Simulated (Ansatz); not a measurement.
Correlation energies of CH2ClFOZn (`O[CH](Cl)[Zn][F]`) by basis set

Cartesian coordinates in Å:
```
O 0.9960 1.2395 0.1159
C -0.2036 0.5674 0.0404
Cl -0.9268 0.6725 -1.6453
Zn -0.2785 -1.3389 0.4495
F -0.3483 -3.0530 0.7851
H 1.6657 0.7820 -0.3999
H -0.9044 1.1305 0.6543
```

The species carries charge 0 and has multiplicity 1. For Zn the d shell is correlated and the shells below it are frozen. Scalar relativity is left out up to krypton. Geometry: relaxed with PBE0-D4/def2-TZVP. It is one conformer, not always the lowest. Frozen core, restricted reference, Ansatz 0.2.0.

```json
{"basis": "def2-SVP", "HF (Eh)": "?", "MP2 corr.": "-0.94667", "CCSD corr.": "-0.95053", "(T)": "?", "CCSD(T) total": "?"}
{"basis": "def2-TZVPP", "HF (Eh)": "-2450.74797", "MP2 corr.": "?", "CCSD corr.": "-1.32944", "(T)": "-0.04801", "CCSD(T) total": "?"}
{"basis": "def2-QZVPP", "HF (Eh)": "-2450.81391", "MP2 corr.": "?", "CCSD corr.": "–", "(T)": "–", "CCSD(T) total": "–"}
```

Question: Fill in the withheld values. (Estimate.)

Answer: Computed: def2-SVP HF (Eh): -2450.07361; def2-SVP (T): -0.02320; def2-SVP CCSD(T) total: -2451.04734; def2-TZVPP MP2 corr.: -1.35700; def2-TZVPP CCSD(T) total: -2452.12542; def2-QZVPP MP2 corr.: -1.46892.
